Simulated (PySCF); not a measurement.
C4H10Si2 (SMILES C[SiH2]C#C[SiH2]C), singlet, geometry from GFN2-xTB; DF-B3LYP/pcseg-1 (PySCF).

PySCF was given this input:
```python
from pyscf import gto, scf, dft

mol = gto.M(
    atom='''
Si    2.42807029   -0.25946087    0.27670458
C     3.20044618   -0.43753889   -1.44827426
C     0.59816965   -0.06376036    0.07119220
C    -0.59816965    0.06376036   -0.07119220
Si   -2.42807029    0.25946087   -0.27670458
C    -3.20044618    0.43753889    1.44827426
H     2.68278092   -1.46336020    1.08006869
H     2.95340428    0.93441272    0.95370906
H     2.80310305   -1.30351047   -1.97063460
H     4.27876727   -0.55591807   -1.38518073
H     2.99944081    0.43607839   -2.06230876
H    -2.68278092    1.46336020   -1.08006869
H    -2.95340428   -0.93441272   -0.95370906
H    -2.99944081   -0.43607839    2.06230876
H    -4.27876727    0.55591807    1.38518073
H    -2.80310305    1.30351047    1.97063460
''',
    basis='pcseg-1',
    verbose=4,
    max_memory=1800,
)

mf = dft.RKS(mol)
mf.xc = 'b3lyp'
mf = mf.density_fit(auxbasis='def2-universal-jkfit')
mf.kernel()
```

Output, abridged:

```
PySCF version 2.14.0

[INPUT] verbose = 4
[INPUT] num. atoms = 16
[INPUT] num. electrons = 62
[INPUT] charge = 0
[INPUT] spin (= nelec alpha-beta = 2S) = 0
[INPUT] symmetry False subgroup None
[INPUT] Mole.unit = angstrom
[INPUT] Symbol           X                Y                Z      unit          X                Y                Z       unit  Magmom
[...]
nuclear repulsion = 301.953454539775
number of shells = 38
number of NR pGTOs = 258
number of NR cGTOs = 142
basis = pcseg-1
ecp = {}

******** <class 'pyscf.df.df_jk.DFRKS'> ********
method = DFRKS
initial guess = minao
damping factor = 0
level_shift factor = 0
DIIS = <class 'pyscf.scf.diis.CDIIS'>
diis_start_cycle = 1
diis_space = 8
diis_damp = 0
SCF conv_tol = 1e-09
SCF conv_tol_grad = None
SCF max_cycles = 50
direct_scf = False
XC library pyscf.dft.libxc version 7.1.2
    S. Lehtola, C. Steigemann, M. J. T. Oliveira, and M. A. L. Marques,  SoftwareX 7, 1–5 (2018)
XC functionals = b3lyp
    P. J. Stephens, F. J. Devlin, C. F. Chabalowski, and M. J. Frisch,  J. Phys. Chem. 98, 11623 (1994)
radial grids:
    Treutler-Ahlrichs [JCP 102, 346 (1995); DOI:10.1063/1.469408] (M4) radial grids

becke partition: Becke, JCP 88, 2547 (1988); DOI:10.1063/1.454033
pruning grids: <function nwchem_prune>
grids dens level: 3
symmetrized grids: False
atomic radii adjust function: <function treutler_atomic_radii_adjust>
small_rho_cutoff = 0
Set gradient conv threshold to 3.16228e-05
Initial guess from minao.
tot grids = 192912
******** <class 'pyscf.df.df.DF'> ********
auxbasis = def2-universal-jkfit
init E= -737.517153936433
[...]
cycle= 1 E= -737.322141834608  delta_E= 0.195  |g|= 0.53  |ddm|= 4.22
[...]
cycle= 2 E= -737.292051444048  delta_E= 0.0301  |g|= 0.61  |ddm|= 1.24
[...]
cycle= 3 E= -737.397991611414  delta_E= -0.106  |g|= 0.0303  |ddm|= 0.697
[...]
cycle= 4 E= -737.39828732078  delta_E= -0.000296  |g|= 0.00909  |ddm|= 0.0708
[...]
cycle= 5 E= -737.39830922285  delta_E= -2.19e-05  |g|= 0.00317  |ddm|= 0.0142
[...]
cycle= 6 E= -737.398312252429  delta_E= -3.03e-06  |g|= 0.000677  |ddm|= 0.00526
[...]
cycle= 7 E= -737.398312409422  delta_E= -1.57e-07  |g|= 7.07e-05  |ddm|= 0.00135
[...]
cycle= 8 E= -737.398312411108  delta_E= -1.69e-09  |g|= 1.22e-05  |ddm|= 0.00015
[...]
cycle= 9 E= -737.398312411157  delta_E= -4.87e-11  |g|= 2e-06  |ddm|= 2.28e-05
[...]
Extra cycle  E= -737.398312411153  delta_E= 4.09e-12  |g|= 1.28e-06  |ddm|= 6.01e-06
converged SCF energy = -737.398312411153
```
